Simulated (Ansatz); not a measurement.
Basis-set extrapolation for AlH$_{5}$O$_{2}$Si$_{2}$ (PBE0-D4/def2-TZVP geometry, frozen core, the Gaussian-basis code of Ansatz). Multiplicity 1, RHF reference.

|  | def2-TZVPP | def2-QZVPP |
| --- | --- | --- |
| HF | -972.692638 | -972.725717 |
| MP2 correlation | -0.782543 | -0.844999 |
| CCSD(T) correlation | -0.853018 | not run |

Energies in hartree. Use E(X) = E(∞) + A·exp(−7.88·√X) for Hartree–Fock and E(X) = E(∞) + B·X^(−2.97) for correlation, with X = 3 and 4, and add CCSD(T) minus MP2 of the smaller set to the MP2 limit.

Problem. What is the CCSD(T) energy at the basis-set limit?

Solution. HF limit: -972.725717 + (-0.033079) × 0.13774 = -972.73027. MP2 limit: -0.844999 + (-0.062456) × 0.74074 = -0.89126. Higher-order term: -0.853018 − (-0.782543) = -0.07048. Total: -973.69201 hartree, 384.3 kJ/mol below CCSD(T)/def2-TZVPP.
